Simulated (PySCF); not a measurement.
# Substituent chemical shifts

Parent skeleton `[SiH3:1][SiH2:2][SiH:3]([SiH3:4])[SiH3:5]`; one hydrogen on atom 4 is replaced by X. Hydrogens on one atom are averaged.

PySCF 2.14 calculation with NMR shieldings at PBE0/pcSseg-1/GIAO and geometry from GFN2-xTB; fast rotation and ring inversion assumed for equivalent nuclei, non-relativistic Hamiltonian, one computed conformer, no solvent model.

References, each an isolated molecule treated in the same way: 29Si (σref 349.16) and 1H (σref 31.72) against TMS.

Parent (X = H): Si1 -115.6, Si2 -124.9, Si3 -146.0, Si4 -110.1, Si5 -110.1, H(Si1) 3.53, H(Si2) 3.48, H(Si3) 3.26, H(Si4) 3.60 ppm. Effects are Δδ = δ(X) − δ(H), positive for deshielding.

Known members:
```tsv
X	Si1	Si2	Si3	Si4	Si5	H(Si1)	H(Si2)	H(Si3)	H(Si4)
vinyl	-2.6	+0.5	+7.1	+39.7	-4.6	-0.05	+0.07	+0.26	+0.76
NHSiH3	+0.8	+4.5	+6.0	+67.8	-3.6	+0.03	+0.24	+0.45	+1.56
CH2F	+0.2	+8.1	+2.3	+38.5	-2.9	-0.06	+0.17	+0.30	+0.41
```

Four more derivatives gave (Δδ, ppm):
| compound | Si1 | Si2 | Si3 | Si4 | Si5 | H(Si1) | H(Si2) | H(Si3) | H(Si4) |
| --- | --- | --- | --- | --- | --- | --- | --- | --- | --- |
| 1 | +2.1 | -0.9 | +4.5 | +40.6 | +0.6 | +0.04 | -0.01 | +0.10 | +0.49 |
| 2 | +2.4 | +0.1 | +16.0 | +84.7 | +0.0 | +0.09 | +0.08 | +0.18 | +1.77 |
| 3 | +1.7 | -3.5 | +0.8 | +64.4 | +1.4 | +0.04 | -0.01 | -0.17 | +1.61 |
| 4 | +2.9 | -7.6 | +8.2 | +13.9 | +1.6 | +0.06 | -0.12 | +0.17 | +0.72 |

Task: Their substituents are CH2SiH3, CN, Cl, NH2. Which is which?

Result: 1: X = CH2SiH3 ([SiH3]C[SiH2][Si@@H]([SiH3])[SiH2][SiH3]); 2: X = Cl ([SiH3][SiH2][Si@@H]([SiH3])[SiH2]Cl); 3: X = NH2 (N[SiH2][Si@@H]([SiH3])[SiH2][SiH3]); 4: X = CN (N#C[SiH2][Si@@H]([SiH3])[SiH2][SiH3]).
